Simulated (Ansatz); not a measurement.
Ansatz (a program for electronic structure) input (HSE06/def2-TZVPD):

Ansatz 0.2 input:
```yaml
crystal:
  periodic: [false, false, false]
  atoms:
    - {symbol: B, position_ang: [0.16290196, 0.73925613, 0.22572865]}
    - {symbol: O, position_ang: [0.75277228, -0.45097268, -0.06342708]}
    - {symbol: C, position_ang: [2.15937113, -0.63176044, 0.00744539]}
    - {symbol: O, position_ang: [-1.18206628, 0.87051336, 0.14605547]}
    - {symbol: C, position_ang: [-2.00561088, -0.22813965, -0.24009383]}
    - {symbol: H, position_ang: [0.80315283, 1.69319536, 0.55449339]}
    - {symbol: H, position_ang: [2.66543467, 0.28629043, 0.31424497]}
    - {symbol: H, position_ang: [2.52886115, -0.93498051, -0.97318009]}
    - {symbol: H, position_ang: [2.38068207, -1.42142476, 0.72685025]}
    - {symbol: H, position_ang: [-1.74811895, -0.57547989, -1.24226965]}
    - {symbol: H, position_ang: [-1.89616423, -1.06148491, 0.45622566]}
    - {symbol: H, position_ang: [-3.03656688, 0.12067883, -0.23014422]}
basis:
  gaussian:
    orbitals: def2-TZVPD
hamiltonian:
  xc: {name: HSE06}
output: {forces: true}
```

End of the output:

```
integrals: 0.21 GiB planned
1238 factors; their error is unknown
integrals: 0.24 GiB planned
183 factors; integrals over basis functions are off by at most 4.7e-7 eV
mean field: 1.78 GiB planned
mean field evaluation 1: about -6946.8596 eV, gradient 6.4e1 eV
mean field evaluation 2: about -6939.2348 eV, gradient 9.0e1 eV
mean field evaluation 4: about -6954.9117 eV, gradient 3.7e0 eV
mean field evaluation 8: about -6954.9403 eV, gradient 1.1e-1 eV
mean field evaluation 16: about -6954.9299 eV, gradient 4.1e-4 eV
mean field -6954.92992031 eV, -255.5889603507 hartree, gradient 2.7e-5 eV, S^2 0.000000; 0 other end points of the search recorded, 0 dependent functions left out
the calculation of the forces begins
reference -6954.92997554 eV, -255.5889623802 hartree; 20, 20 occupied and 234, 234 virtual orbitals, 1238 factors
Total energy: -6954.92997554 eV, -255.5889623802 hartree
Atom 0 at     0.162902     0.739256     0.225729 Å, force    -0.062693    -0.192085    -0.060427 eV/Å
Atom 1 at     0.752772    -0.450973    -0.063427 Å, force     0.210506    -0.002939     0.017507 eV/Å
Atom 2 at     2.159371    -0.631760     0.007445 Å, force    -0.355733     0.087736    -0.005902 eV/Å
Atom 3 at    -1.182066     0.870513     0.146055 Å, force    -0.095199    -0.221282    -0.071615 eV/Å
Atom 4 at    -2.005611    -0.228140    -0.240094 Å, force     0.251012     0.259655     0.096176 eV/Å
Atom 5 at     0.803153     1.693195     0.554493 Å, force     0.051287     0.084210     0.028566 eV/Å
Atom 6 at     2.665435     0.286290     0.314245 Å, force     0.014630     0.042291     0.013376 eV/Å
Atom 7 at     2.528861    -0.934981    -0.973180 Å, force     0.008044    -0.009855    -0.033634 eV/Å
Atom 8 at     2.380682    -1.421425     0.726850 Å, force     0.003002    -0.026409     0.024220 eV/Å
Atom 9 at    -1.748119    -0.575480    -1.242270 Å, force     0.008116    -0.009256    -0.036529 eV/Å
Atom 10 at    -1.896164    -1.061485     0.456226 Å, force     0.002582    -0.027425     0.026966 eV/Å
Atom 11 at    -3.036567     0.120679    -0.230144 Å, force    -0.035553     0.015360     0.001296 eV/Å
Dipole moment:     0.182466    -0.263757    -0.059567 e Å
```
